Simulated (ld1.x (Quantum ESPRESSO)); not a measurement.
**C (Z = 6): what ld1.x (Quantum ESPRESSO) 7.5 does with a changed input**

Command:

```bash
ld1.x < C.in > C.out
```

Input:

```
&input
   title='C', zed=6., rel=1, dft='GGA', iswitch=3,
   config='[He] 2s2 2p1 3d-2',
   nld=3, rlderiv=2.45, eminld=-4.0, emaxld=5.0, deld=0.02
 /
 &inputp
   pseudotype=3, lpaw=.true., tm=.true., lloc=-1, rcloc=1.10,
   nlcc=.true., new_core_ps=.true.,
   which_augfun='BESSEL', rmatch_augfun=0.75,
   file_pseudopw='C.UPF', file_wfcaegen='ae.wfc', file_wfcncgen='nc.wfc', file_beta='beta', file_chi='chi', file_wfcusgen='us.wfc'
 /
5
2S  1  0   2.00   0.00  0.95  1.15  0.0
2S  1  0   0.00   1.05  0.95  1.15  0.0
2P  2  1   1.00   0.00  1.70  2.00  0.0
2P  2  1   0.00   0.10  1.70  2.00  0.0
3D  3  2  -2.00   0.40  1.95  2.25  0.0
 &test
   configts(1)='2s2 2p1'
 /
```

Output:

```
Program LD1 v.7.5

 %%%%%%%%%%%%%%%%%%%%%%%%%%%%%%%%%%%%%%%%%%%%%%%%%%%%%%%%%%%%%%%%%%%%%%%%%%%%%%
     Error in routine set_dft_from_name (1):
     GGA: unrecognized dft
 %%%%%%%%%%%%%%%%%%%%%%%%%%%%%%%%%%%%%%%%%%%%%%%%%%%%%%%%%%%%%%%%%%%%%%%%%%%%%%

     stopping ...
```

This input was made by a single change from one that runs to its end. What was changed?

The change: functional typed as GGA. The program refuses the input: "set_dft_from_name: GGA: unrecognized dft".
